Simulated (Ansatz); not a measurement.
Ansatz (a first-principles code) input:
A basis named .json is the Basis Set Exchange file of that set.

Ansatz 0.2 input:
```yaml
crystal:
  periodic: [false, false, false]
  atoms:
    - {symbol: Si, position_ang: [2.62007952, -0.62469694, 0.49855073]}
    - {symbol: N, position_ang: [1.26062635, -0.34918719, -0.56540884]}
    - {symbol: Si, position_ang: [-0.33361023, 0.07197689, -0.19448664]}
    - {symbol: Cl, position_ang: [-0.86268924, 1.88236260, -0.99017400]}
    - {symbol: Cl, position_ang: [-1.67496060, -1.29602347, -0.91448652]}
    - {symbol: Cl, position_ang: [-0.48289824, 0.16389835, 1.84135634]}
    - {symbol: H, position_ang: [3.76395970, -0.93249070, -0.38775523]}
    - {symbol: H, position_ang: [2.91825257, 0.57556712, 1.30773710]}
    - {symbol: H, position_ang: [2.36899672, -1.76220559, 1.40825599]}
    - {symbol: H, position_ang: [1.46315422, -0.45251663, -1.55110259]}
basis:
  gaussian:
    orbitals: aug-cc-pV_Q+d_Z.json
hamiltonian:
  xc: hf
magnetization: {spin_polarized: true, initial_magnetization: 2}
```

### Question
Predict the final energy.

### Answer
-2013.29082 Eh (HF/aug-cc-pV(Q+d)Z). The basis has 709 functions.

This state (charge 0, triplet) is run at the relaxed geometry of the species with charge 0 and multiplicity 1, and is a spin state other than that species' own.
